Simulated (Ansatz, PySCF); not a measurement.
This PySCF input computes a PBE0/def2-TZVPD energy:

```python
from pyscf import gto, scf, dft

mol = gto.M(
    atom='''
    C     2.03097497   -0.02281047   -0.25074484
    C     0.81218079   -0.11676973    0.63125069
    C    -0.57736904   -0.02011437   -0.10073065
    C    -1.80004701    0.29657900    0.74971998
    O    -0.64448120   -0.19639914   -1.27421933
    H     2.90527861   -0.09724919    0.40195094
    H     2.08993151    0.93470140   -0.76706392
    H     2.07940364   -0.83071988   -0.97818382
    H     0.70509181   -1.09211320    1.12548431
    H     0.75002630    0.66235288    1.39508097
    H    -1.76639068    1.37733539    0.92018303
    H    -1.69524912   -0.22495205    1.70032762
    H    -2.70668083    0.02053110    0.21900459
    ''',
    basis='def2-tzvpd',
    charge=1,
    spin=1,
    verbose=4,
)

mf = dft.UKS(mol, xc='pbe0').density_fit(auxbasis='def2-universal-jkfit')
mf.grids.level = 3
mf.conv_tol = 1e-9
mf.max_cycle = 100
mf.max_memory = 1500
mf.kernel()
if not mf.converged:
    mf = mf.newton()
    mf.kernel(mf.make_rdm1())
for _ in range(2):
    mo, _, stable, _ = mf.stability(return_status=True)
    if stable:
        break
    mf.kernel(mf.make_rdm1(mo, mf.mo_occ))
mf.analyze()
```

**Question.** Write an input for the same energy in Ansatz (an electronic-structure program) and say what it gives.

**Answer.** 
Ansatz 0.2 input:
```yaml
crystal:
  periodic: [false, false, false]
  atoms:
    - {symbol: C, position_ang: [2.03097497, -0.02281047, -0.25074484]}
    - {symbol: C, position_ang: [0.81218079, -0.11676973, 0.63125069]}
    - {symbol: C, position_ang: [-0.57736904, -0.02011437, -0.10073065]}
    - {symbol: C, position_ang: [-1.80004701, 0.29657900, 0.74971998]}
    - {symbol: O, position_ang: [-0.64448120, -0.19639914, -1.27421933]}
    - {symbol: H, position_ang: [2.90527861, -0.09724919, 0.40195094]}
    - {symbol: H, position_ang: [2.08993151, 0.93470140, -0.76706392]}
    - {symbol: H, position_ang: [2.07940364, -0.83071988, -0.97818382]}
    - {symbol: H, position_ang: [0.70509181, -1.09211320, 1.12548431]}
    - {symbol: H, position_ang: [0.75002630, 0.66235288, 1.39508097]}
    - {symbol: H, position_ang: [-1.76639068, 1.37733539, 0.92018303]}
    - {symbol: H, position_ang: [-1.69524912, -0.22495205, 1.70032762]}
    - {symbol: H, position_ang: [-2.70668083, 0.02053110, 0.21900459]}
basis:
  gaussian:
    orbitals: def2-TZVPD
hamiltonian:
  xc: {name: PBE0}
total_charge: 1
magnetization: {spin_polarized: true, initial_magnetization: 1}
output: {forces: true}
```
It gives -231.94084 Eh, and PySCF -231.94093 Eh, a difference of 0.09 mEh, from the treatment of integrals and grids.
